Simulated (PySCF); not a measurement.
From results back to the method.

Species: C5H13B.
Atom-mapped SMILES: `[BH2:1][C:2]([CH3:3])([CH3:4])[CH2:5][CH3:6]` (hydrogens: H7, H8 on B1; H9, H10, H11 on C3; H12, H13, H14 on C4; H15, H16 on C5; H17, H18, H19 on C6)

Geometry (PBE0-D3(BJ)/def2-SVP, Å), atoms numbered from 1 in this order:
```xyz
19
C5H13B angstrom
B     -0.635    1.592    0.275
C     -0.406    0.044    0.260
C     -1.268   -0.701    1.280
C     -0.954   -0.247   -1.161
C      1.053   -0.428    0.389
C      2.047    0.097   -0.636
H      0.216    2.373   -0.089
H     -1.729    2.031    0.559
H     -0.913   -0.525    2.308
H     -2.321   -0.382    1.233
H     -1.235   -1.791    1.105
H     -2.034   -0.043   -1.232
H     -0.448    0.329   -1.952
H     -0.804   -1.317   -1.392
H      1.408   -0.171    1.402
H      1.054   -1.534    0.352
H      3.061   -0.268   -0.413
H      1.801   -0.236   -1.656
H      2.086    1.196   -0.646
```

The closed-shell ground state was solved 7 times with PySCF (density fitting, gas phase), always in the pcSseg-1 basis (167 functions), with these functionals: BHandHLYP, HF, KT3, LC-wPBE, LDA, mPW1PW91 and wB97X-D.

```json
{"row": "P", "total energy (Eh)": "-223.0166", "HOMO (eV)": "-10.79", "LUMO (eV)": "1.20", "dipole (D)": "0.60"}
{"row": "Q", "total energy (Eh)": "-223.1039", "HOMO (eV)": "-8.09", "LUMO (eV)": "-1.14", "dipole (D)": "0.64"}
{"row": "R", "total energy (Eh)": "-223.0846", "HOMO (eV)": "-9.95", "LUMO (eV)": "0.76", "dipole (D)": "0.59"}
{"row": "S", "total energy (Eh)": "-223.0052", "HOMO (eV)": "-9.33", "LUMO (eV)": "-0.10", "dipole (D)": "0.55"}
{"row": "T", "total energy (Eh)": "-226.8589", "HOMO (eV)": "-6.89", "LUMO (eV)": "-2.09", "dipole (D)": "0.68"}
{"row": "U", "total energy (Eh)": "-220.9649", "HOMO (eV)": "-6.82", "LUMO (eV)": "-2.50", "dipole (D)": "0.76"}
{"row": "V", "total energy (Eh)": "-221.5268", "HOMO (eV)": "-11.25", "LUMO (eV)": "2.47", "dipole (D)": "0.47"}
```

Question: Which functional belongs to which row?

Answer: P = LC-wPBE, Q = mPW1PW91, R = wB97X-D, S = BHandHLYP, T = KT3, U = LDA, V = HF. By rising HOMO–LUMO gap: LDA (LDA) 4.32 eV; KT3 (GGA) 4.80 eV; mPW1PW91 (global hybrid, 25 % exact exchange) 6.95 eV; BHandHLYP (global hybrid, 50 % exact exchange) 9.23 eV; wB97X-D (range-separated hybrid) 10.71 eV; LC-wPBE (range-separated hybrid) 11.99 eV; HF (all exact exchange) 13.72 eV. Total energies of different functionals aren't bounds to one another; each is stationary for its own functional.

One conformer stands for the species.

Note: wB97X-D ran without an empirical dispersion term, which enters the total energy and its gradient alone.
